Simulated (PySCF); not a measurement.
# From computed data to an observable: oscillator strength and radiative lifetime

Al(Me)2(NCO) (C₃H₆AlNO), SMILES [CH3][Al]([CH3])[N]=C=O.

The structure is a stationary point at r2SCAN-D4/def2-SVP. A frequency run showed that this geometry is not a minimum. The structure was generated by enumeration; whether it is a known compound was not checked. The values are those of a single conformer.

TDA-PBE/def2-SVPD in PySCF puts the first singlet state with f over 0.02 at 5.76 eV (vertical), with the transition dipole (-0.275, -0.532, 0.101) in atomic units.

Question: Find the oscillator strength, the wavelength and the radiative lifetime that this transition would have in vacuum if emission retraced absorption.

Answer: 
|μ|² = 0.3689 au, so |μ| = 1.54 D. ΔE = 5.76/27.211 = 0.2117 hartree. f = (2/3) ΔE |μ|² = 0.052 (the program prints 0.052).
λ = 1239.84/5.76 = 215 nm; ν = 46458 cm⁻¹.
Einstein's coefficient A = 0.6670 ν² f s⁻¹ (ν in cm⁻¹) = 7.5e7 s⁻¹, so τ = 1/A = 13 ns. This state is S2; the lower singlet has f = 0.000. The figure is the radiative limit of this one transition; relaxation, internal conversion, crossing to triplets and a medium change what is measured.
